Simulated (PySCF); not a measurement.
ClF₂Ga (SMILES [F][Ga]([F])[Cl]), singlet, at a GFN2-xTB geometry (such geometries of metal compounds can be far from the true shape). Base run: PySCF with DF-PBE/aug-cc-pVDZ.

The PySCF input:
```python
from pyscf import gto, scf, dft

mol = gto.M(
    atom='''
Ga   -0.19635816    0.12293570   -0.10451190
F    -1.80298261   -0.52592304   -0.33198877
F    -0.16734857    1.75950584   -0.71672276
Cl    1.40118138   -0.87725011    0.74578075
''',
    basis='aug-cc-pvdz',
    verbose=4,
    max_memory=1800,
)

mf = dft.RKS(mol)
mf.xc = 'pbe'
mf = mf.density_fit(auxbasis='def2-universal-jkfit')
mf.kernel()
```

All variants below ran on the same shared machine, one core each. Differences are taken from the largest basis of the aug-cc-pVXZ family in the series, which isn't the basis-set limit (aug-cc-pVQZ: -2584.376414 Eh). The cheapest run took very roughly 18 core-seconds.

```csv
setting,basis functions,"cost, times the cheapest (rough)",difference in total energy (mEh)
aug-cc-pVDZ,109,1,170.02
aug-cc-pVTZ,201,2,26.64
aug-cc-pVQZ,337,4,reference
```

Times come from a shared machine, hold the start-up and are rough. Total energies converge more slowly with the basis than energy differences do.
